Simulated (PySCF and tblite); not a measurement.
Values are calculated unless marked as measured or tabulated.
C7H13NO, numbered as in [CH2:1]=[C:2]([CH3:3])[CH2:4][C:5](=[O:6])[N:7]([CH3:8])[CH3:9].

Level: CAM-B3LYP-D3(BJ)/6-31G*//GFN2-xTB, thermal terms from GFN2-xTB, symmetry numbers and mirror pairs counted. Conformers within 3 kcal/mol (GFN2-xTB free energy) were kept, 10 at most. Of two unlike H on one atom, a is the less shielded (CAM-B3LYP/6-31G*). Programs: PySCF with density fitting and tblite.

An NOE distance is ⟨r⁻⁶⟩^(−1/6) over all pairs of like atoms and, for the average, over conformers.

Torsions listed: C3–C2–C4–C5, C2–C4–C5–O6, O6–C5–N7–C8. Of a mirror pair one member is shown.

```json
{"conformer": "1", "shape": "-52°, 113°, -4°", "weight %": "62.6"}
{"conformer": "2", "shape": "71°, -8°, 4°", "weight %": "21.9"}
{"conformer": "3", "shape": "-162°, -108°, -3°", "weight %": "14.4"}
{"conformer": "4", "shape": "72°, 75°, 175°", "weight %": "1.1"}
```

Q: Which H–H contacts under 3.5 Å would NOEs report (pairs on one atom left out) at 298.15 K?

A: 
```csv
pair,in 1 (Å),in 2 (Å),in 3 (Å),in 4 (Å),average (Å)
H1b ··· H4,2.65,2.62,3.41,2.60,2.69
H1a ··· H3,2.78,2.79,2.78,2.76,2.78
H4 ··· H8/H9,3.14,2.94,3.27,3.01,3.10
H3 ··· H4,3.23,3.12,2.93,3.21,3.15
```

Longer pairs under the limit may be missing.
